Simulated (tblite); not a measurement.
Species: C5H7ClF (doublet state).
Cartesian coordinates in Å at the GFN2-xTB level; atoms count from 1:
```xyz
14
C5H7ClF angstrom
C      2.047   -0.001   -0.131
C      0.666   -0.536   -0.211
F      0.613   -1.833   -0.612
C     -0.546    0.069    0.054
C     -1.787   -0.770   -0.129
C     -0.726    1.370    0.472
Cl     0.516    2.507    0.747
H      2.284    0.329    0.881
H      2.178    0.853   -0.796
H      2.746   -0.783   -0.419
H     -1.853   -1.121   -1.157
H     -2.680   -0.200    0.108
H     -1.745   -1.645    0.517
H     -1.712    1.760    0.655
```

Calculated harmonic vibrations of the isolated species, GFN2-xTB (tblite), most abundant isotopes, no scaling. Against measured fundamentals such values can be off by several per cent, at times by over 20. One conformer, not necessarily the lowest. Open shells enter through the occupations alone, without spin polarisation, and single modes of such species can be off by tens of per cent.

Harmonic wavenumbers (cm⁻¹): 69.3, 88.8, 161.2, 179.8, 197.9, 258.3, 300.2, 329.9, 431.9, 496.3, 552.2, 607.6, 720.5, 845.2, 971.2, 1003.6, 1021.3, 1036.9, 1118.3, 1219.5, 1226.9, 1393.3, 1403.7, 1429.4, 1446.5, 1461.6, 1473.1, 1476.7, 1494.0, 2981.4, 3000.8, 3022.1, 3035.1, 3046.1, 3062.3, 3103.7.

A = 3320, B = 1512, C = 1052 MHz; mass 121.022 u (most abundant isotopes); point group Cs, symmetry number 1; spin multiplicity 2.

Q: Zero-point energy?

A: ½Σν̃ = 22833 cm⁻¹ = 273.15 kJ/mol.

Q: Entropy at 298.15 K, 1 bar (ideal gas, RRHO, classical rotation)?

A: Translation 168.67, rotation 119.24, vibration 95.38, spin (R ln 2) 5.76: S = 389.1 J/(mol K).

Q: And Cp and H(298.15 K) − H(0)?

A: Cp = 131.96 J/(mol K), of which vibrations give 98.70 (their classical limit is 36 R = 299.3); H(298.15 K) − H(0) = 25.35 kJ/mol without the zero-point energy, 15.44 from vibrations.

Q: What must be added to the electronic energy to get the Gibbs energy at 298.15 K and 1 bar?

A: ZPE + [H(298.15 K) − H(0)] − T·S = 273.15 + 25.35 − 116.00 = 182.50 kJ/mol.

Q: How do the functions run with temperature in this model?

A: 
```json
{"T (K)": "50", "S (J/(mol K))": "241.6", "Cp (J/(mol K))": "48.6", "H − H(0) (kJ/mol)": "1.92", "G − H(0) (kJ/mol)": "-10.15", "ln q(vib)": "0.25"}
{"T (K)": "100", "S (J/(mol K))": "282.4", "Cp (J/(mol K))": "70.9", "H − H(0) (kJ/mol)": "4.93", "G − H(0) (kJ/mol)": "-23.31", "ln q(vib)": "1.08"}
{"T (K)": "373.15", "S (J/(mol K))": "420.9", "Cp (J/(mol K))": "152.5", "H − H(0) (kJ/mol)": "36.03", "G − H(0) (kJ/mol)": "-121.03", "ln q(vib)": "6.79"}
{"T (K)": "500", "S (J/(mol K))": "469.9", "Cp (J/(mol K))": "183.0", "H − H(0) (kJ/mol)": "57.37", "G − H(0) (kJ/mol)": "-177.59", "ln q(vib)": "9.33"}
{"T (K)": "750", "S (J/(mol K))": "553.0", "Cp (J/(mol K))": "226.4", "H − H(0) (kJ/mol)": "108.96", "G − H(0) (kJ/mol)": "-305.79", "ln q(vib)": "14.03"}
{"T (K)": "1000", "S (J/(mol K))": "622.3", "Cp (J/(mol K))": "254.9", "H − H(0) (kJ/mol)": "169.37", "G − H(0) (kJ/mol)": "-452.95", "ln q(vib)": "18.32"}
```

q(vib) and H(0) count from the zero-point level.

Q: Which modes carry the vibrational entropy at 298.15 K?

A: 69.3 cm⁻¹: 17.46; 88.8 cm⁻¹: 15.42; 161.2 cm⁻¹: 10.61; 179.8 cm⁻¹: 9.75; 197.9 cm⁻¹: 9.01; 258.3 cm⁻¹: 7.00 J/(mol K); the other 30 give 26.13 together.

Q: Blend soft modes into free rotors: weight 1/[1 + (100 cm⁻¹/ν̃)⁴] for the oscillator and the rest for a rotor with moment μB/(μ + B), μ = h/(8π²ν), B = 10⁻⁴⁴ kg m². What vibrational entropy results?

A: 90.27 J/(mol K) in place of 95.38, which changes −T·S at 298.15 K by +1.52 kJ/mol.

Hindered rotation and anharmonicity are outside this model. Other conformers, if any are populated, would add a mixing term that is left out.

Hardware: an AMD EPYC 7B13 with one thread, on a shared host. Cost: 0.49 s of wall time. The figure is for the frequency step alone.
